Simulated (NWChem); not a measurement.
# SiH2O, singlet; SMILES O[SiH]

All runs: NWChem. Pople sets run with spherical d functions. Low-valent species are run as closed-shell singlets; no triplet was tried in these runs. Coordinates come from a PBE-D3(BJ)/def2-SVP optimisation. Static field.

Q: Taking B3LYP/aug-cc-pVTZ as the yardstick, which of these has the fewest basis functions while keeping “isotropic polarisability (bohr³)” within 5 % of it: B3LYP/def2-TZVPD; B3LYP/6-31+G*; B3LYP/def2-SVPD; B3LYP/def2-SVP; B3LYP/6-31G*; B3LYP/def2-TZVP; B3LYP/Sadlej pVTZ; B3LYP/aug-cc-pVDZ?

A: B3LYP/def2-SVPD (a larger set in the list lies outside the tolerance).
```csv
level,basis functions,isotropic polarisability (bohr³),relative time (rough)
B3LYP/6-31G*,36,28.1,1
B3LYP/def2-SVP,42,29.1,1
B3LYP/6-31+G*,44,32.3,2
B3LYP/def2-SVPD,63,37.3,2
B3LYP/aug-cc-pVDZ,68,38.3,6
B3LYP/Sadlej pVTZ,74,38.7,7
B3LYP/def2-TZVP,80,33.6,6
B3LYP/def2-TZVPD,101,38.5,10
B3LYP/aug-cc-pVTZ,142,38.8,40
```

The yardstick is one finite set, not the basis-set limit.
